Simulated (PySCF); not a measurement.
Species: C6H8N2.
SMILES with atom numbers: `[H]/[N:7]=[CH:6]\[c:5]1[cH:4][cH:3][n:2]([CH3:1])[cH:8]1` (hydrogens: H9, H10, H11 on C1; H12 on C3; H13 on C4; H14 on C6; H15 on N7; H16 on C8)

The geometry is computed with GFN2-xTB (gas phase).

What internal coordinates does the optimisation give?

```csv
bond,length (pm)
C1–N2,143.5
N2–C3,136.3
C3–C4,136.3
C4–C5,141.9
C5–C6,144.6
C6=N7,126.4
C5–C8,138.4
N2–C8,135.0
"C1–H9, C1–H10, C1–H11",109.1
C3–H12,107.2
C4–H13,107.2
C6–H14,108.8
N7–H15,102.0
C8–H16,107.3
```

Bonds in one row agree within 1 pm and their mean is given. A selection of angles:
```csv
angle,degrees
N2–C1–H9,109.6
N2–C1–H11,110.9
H9–C1–H10,109.0
C1–N2–C3,125.2
C1–N2–C8,125.8
C3–N2–C8,109.0
N2–C3–C4,108.8
N2–C3–H12,120.9
C4–C3–H12,130.3
C3–C4–C5,107.2
C3–C4–H13,126.8
C5–C4–H13,126.0
C4–C5–C6,125.8
C4–C5–C8,106.1
C6–C5–C8,128.1
C5–C6–N7,129.1
C5–C6–H14,115.2
N7–C6–H14,115.8
C6–N7–H15,114.2
C5–C8–H16,130.2
N2–C8–C5,108.9
N2–C8–H16,121.0
```

Dihedral angles: C4–C5–C6–N7 180° (antiperiplanar); H15–N7–C6–C5 0° (synperiplanar). The mirror-image conformer, all signs reversed, is as good.

The C–C distances run from 1.363 Å (C3–C4, aromatic) to 1.446 Å (C5–C6, drawn single), a spread of 0.083 Å. N7 (imine nitrogen) is bent (angle 114.2°). The 8 heavy atoms lie in one plane (0.008 Å rms). N2 (pyrrole-type nitrogen) is planar (angles 125.8°, 125.2° and 109.0°, sum 360.0°, 0.01 Å off the plane of its three neighbours). The 5-membered ring N2–C3–C4–C5–C8 has internal angles of 106.1° to 109.0° (sum 540°, against 540° for a flat polygon); it is planar, 0.00 Å rms from its mean plane, widest ring torsion 0°. The 4 C–N bonds span 1.264 Å (C6=N7, drawn double) to 1.435 Å (C1–N2, drawn single), a spread of 0.171 Å. Of the pairs four or more bonds apart, C8···H15 is among the closest relative to their van der Waals radii: 2.76 Å, 95 % of the sum of Bondi's values.

Stationary, but not proved a minimum. The numbers are those of one conformer.
